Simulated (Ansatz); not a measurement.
GeBr2, 3 atoms. Hardware: 4 threads of Intel Xeon on a shared host.

Correlated methods freeze 27 core orbitals; core or outer-core shells of Ge, Br are correlated, in sets that lack core-valence functions.

Task: How many basis functions does each of these Ansatz runs have, and roughly what does it cost? r2SCAN-D4/def2-TZVP, charge 0 singlet, energy, from earlier orbitals; PBE0-D4/def2-SVP, charge -1 doublet at the geometry of the charge 0 singlet, energy with a search over starts; HF/STO-3G, charge 0 singlet, energy; MP2/def2-TZVP, charge 0 singlet, energy, from earlier orbitals; PBE0-D4/def2-TZVP, charge 0 singlet, energy, from earlier orbitals; PBE0-D4/def2-TZVPD, charge 0 singlet, energy, from earlier orbitals; PBE-D4/def2-TZVPD, charge 0 singlet, energy, from earlier orbitals; PBE-D4/def2-SVP, charge 0 singlet, energy, from earlier orbitals; r2SCAN-D4/def2-TZVPD, charge -1 doublet at the geometry of the charge 0 singlet, energy, from earlier orbitals; PBE0-D4/def2-TZVPD, charge -1 doublet at the geometry of the charge 0 singlet, energy, from earlier orbitals; PBE0-D4/def2-TZVP, charge 0 triplet at the geometry of the charge 0 singlet, energy; PBE0-D4/def2-SVP, charge 0 singlet, energy, from earlier orbitals.

Result: Other jobs shared the machine, so times can vary by a factor of up to 3. A dash marks memory too small to be measured apart from the calling script's.

```json
{"run": "HF/STO-3G, charge 0 singlet, energy", "functions": "54", "fitting or Cholesky vectors": "532", "wall time": "1.4 s", "peak host memory (GiB)": "–"}
{"run": "PBE-D4/def2-SVP, charge 0 singlet, energy, from earlier orbitals", "functions": "96", "fitting or Cholesky vectors": "1041", "wall time": "2.5 s", "peak host memory (GiB)": "–"}
{"run": "PBE0-D4/def2-SVP, charge 0 singlet, energy, from earlier orbitals", "functions": "96", "fitting or Cholesky vectors": "923", "wall time": "4 s", "peak host memory (GiB)": "–"}
{"run": "PBE0-D4/def2-SVP, charge -1 doublet at the geometry of the charge 0 singlet, energy with a search over starts", "functions": "96", "fitting or Cholesky vectors": "924", "wall time": "4.7 s", "peak host memory (GiB)": "–"}
{"run": "PBE-D4/def2-TZVPD, charge 0 singlet, energy, from earlier orbitals", "functions": "168", "fitting or Cholesky vectors": "1213", "wall time": "4.9 s", "peak host memory (GiB)": "–"}
{"run": "r2SCAN-D4/def2-TZVP, charge 0 singlet, energy, from earlier orbitals", "functions": "144", "fitting or Cholesky vectors": "1110", "wall time": "6 s", "peak host memory (GiB)": "–"}
{"run": "PBE0-D4/def2-TZVP, charge 0 singlet, energy, from earlier orbitals", "functions": "144", "fitting or Cholesky vectors": "981", "wall time": "6.5 s", "peak host memory (GiB)": "–"}
{"run": "PBE0-D4/def2-TZVPD, charge 0 singlet, energy, from earlier orbitals", "functions": "168", "fitting or Cholesky vectors": "1370", "wall time": "8.5 s", "peak host memory (GiB)": "0.57"}
{"run": "MP2/def2-TZVP, charge 0 singlet, energy, from earlier orbitals", "functions": "144", "fitting or Cholesky vectors": "981", "wall time": "8.6 s", "peak host memory (GiB)": "–"}
{"run": "PBE0-D4/def2-TZVPD, charge -1 doublet at the geometry of the charge 0 singlet, energy, from earlier orbitals", "functions": "168", "fitting or Cholesky vectors": "1074", "wall time": "13 s", "peak host memory (GiB)": "0.62"}
{"run": "PBE0-D4/def2-TZVP, charge 0 triplet at the geometry of the charge 0 singlet, energy", "functions": "144", "fitting or Cholesky vectors": "981", "wall time": "13 s", "peak host memory (GiB)": "–"}
{"run": "r2SCAN-D4/def2-TZVPD, charge -1 doublet at the geometry of the charge 0 singlet, energy, from earlier orbitals", "functions": "168", "fitting or Cholesky vectors": "1213", "wall time": "14 s", "peak host memory (GiB)": "–"}
```
